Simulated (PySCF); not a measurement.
## Working out the ionisation energy of Ar²⁺

Ar²⁺ [Ne] 3s2 3p4 (3P) → Ar³⁺ [Ne] 3s2 3p3 (4S). Calculation: PySCF 2.14, in x2c-TZVPPall with one added diffuse shell each of s, p, d type (6s6p4d1f, 51 functions); scalar relativity by spin-free X2C-1e. Frozen: [Ne]. Energies in hartree (1 hartree = 27.21139 eV):

| part | Ar²⁺ (lower) | Ar³⁺ (upper) |
| --- | --- | --- |
| UHF | -527.111270 | -525.664346 |
| CCSD correlation | -0.157078 | -0.123622 |
| (T) | -0.004129 | -0.003162 |

What does Hartree-Fock give?

(-525.664346) − (-527.111270) = 1.446924 hartree = 39.373 eV.

What do CCSD and CCSD(T) give?

The CCSD correlation energies differ by 0.033456 hartree = 0.910 eV and the triples by 0.000967 hartree = 0.026 eV, so CCSD gives 40.283 eV and CCSD(T) 40.309 eV.

A first-order spin-orbit estimate adds 0.065 eV to CCSD(T) (valence), giving 40.374 eV against 40.735 ± 0.012 eV (semi-empirical (NIST evaluation); NIST Atomic Spectra Database, ionization energies).

What remains against the reference includes basis incompleteness, the frozen core and higher excitations.
